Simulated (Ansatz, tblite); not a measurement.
Cost and result up the ladder for Ge₁₈NH₂₈, a doped nanocrystal cut from the lattice of germanium (N on a surface site) (47 atoms). The state is a doublet with charge 0. Geometry: r2SCAN-D4/def2-SVP.

```csv
atom,x (Å),y (Å),z (Å)
Ge1,-2.970,1.590,-2.510
Ge2,-4.462,-1.956,-1.800
Ge3,-3.903,0.669,1.238
Ge4,-0.054,0.924,0.143
Ge5,-1.699,-2.596,1.334
Ge6,4.086,3.727,1.987
Ge7,2.809,0.027,2.700
N8,-0.902,-1.210,-2.381
Ge9,1.801,-2.380,-0.444
Ge10,3.712,1.141,-1.005
Ge11,-4.518,0.374,-1.092
Ge12,-0.766,0.642,-2.159
Ge13,3.599,3.481,-0.377
Ge14,-2.873,-3.374,-0.642
Ge15,-1.655,-0.177,1.607
Ge16,2.139,-0.107,0.366
Ge17,0.520,-3.583,1.228
Ge18,2.642,2.353,3.367
Ge19,0.605,-2.296,-2.561
H20,-3.398,1.474,-3.987
H21,-2.925,3.084,-2.139
H22,-4.104,-1.957,-3.306
H23,-5.872,-2.574,-1.697
H24,-3.979,2.167,1.596
H25,-4.898,-0.088,2.141
H26,-0.001,2.427,0.502
H27,-2.424,-3.178,2.574
H28,3.970,5.207,2.403
H29,5.545,3.289,2.226
H30,1.886,-0.852,3.566
H31,4.255,-0.475,2.880
H32,-1.600,-1.460,-3.085
H33,3.165,-3.063,-0.690
H34,3.375,0.953,-2.497
H35,5.140,0.609,-0.771
H36,-5.948,0.915,-1.320
H37,0.290,1.236,-3.132
H38,2.180,4.005,-0.669
H39,4.590,4.322,-1.206
H40,-3.566,-4.719,-0.283
H41,-1.240,0.111,3.070
H42,1.240,-3.501,2.589
H43,0.398,-5.072,0.843
H44,1.180,2.805,3.194
H45,3.015,2.530,4.853
H46,1.541,-1.762,-3.675
H47,0.075,-3.682,-2.978
```

Ansatz on 11 threads of AMD EPYC 7R13 on a shared host and a whole NVIDIA H100 80GB HBM3; xTB runs through tblite on one thread. Times are rough, summed over both states, and most runs start from the orbitals of an earlier one. PBE0-D4/def2-TZVP serves as the yardstick here, not as an exact answer. The other state is a singlet, and no other spin of it was run.

The xTB rows come from tblite. Single mean-field runs in def2-TZVP are fitted with def2-universal-jkfit.

Raw xTB energies of ions are shifted by several eV, and xTB has no spin-polarisation term.

```json
{"level": "GFN1-xTB", "functions": "222", "wall time": "1 s", "vertical IE (eV)": "12.10", "difference from PBE0-D4/def2-TZVP (eV)": "5.10"}
{"level": "GFN2-xTB", "functions": "194", "wall time": "1 s", "vertical IE (eV)": "10.45", "difference from PBE0-D4/def2-TZVP (eV)": "3.46"}
{"level": "PBE-D4/def2-TZVP", "functions": "1063", "wall time": "33 s", "vertical IE (eV)": "6.70", "difference from PBE0-D4/def2-TZVP (eV)": "-0.29"}
{"level": "BLYP-D4/def2-TZVP (with forces)", "functions": "1063", "wall time": "37 s", "vertical IE (eV)": "6.58", "difference from PBE0-D4/def2-TZVP (eV)": "-0.41"}
{"level": "PBE0-D4/def2-TZVP", "functions": "1063", "wall time": "43 s", "vertical IE (eV)": "6.99", "difference from PBE0-D4/def2-TZVP (eV)": "0.00"}
```
